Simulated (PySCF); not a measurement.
C3H7S, SMILES C(C)S[CH2], multiplicity 2. Geometry optimised at PBE-D3(BJ)/def2-SVP. The isomer is the one that the SMILES or the coordinates give; other isomers of the formula were not compared. One conformer was computed; it need not be the lowest.

**Question.** Give the equilibrium geometry at PBE-D3(BJ)/def2-SVP (PySCF confirms it by a frequency run) as a Z-matrix. (Estimate from the structure and the level; the computed values follow.)

**Answer.** This is not unique; one that fits is 
```
C
H 1 1.1091
H 1 1.1108 2 107.11
C 1 1.5247 2 111.73 3 122.68
H 4 1.1082 1 111.12 2 58.12
H 4 1.1083 5 107.77 1 -121.62
H 4 1.1100 5 108.32 6 -116.79
S 1 1.8342 2 104.38 3 -113.86
C 8 1.7205 1 101.64 2 168.01
H 9 1.0986 8 116.57 1 172.21
H 9 1.1010 10 120.21 8 -162.17
```
Charge 0, spin multiplicity 2.
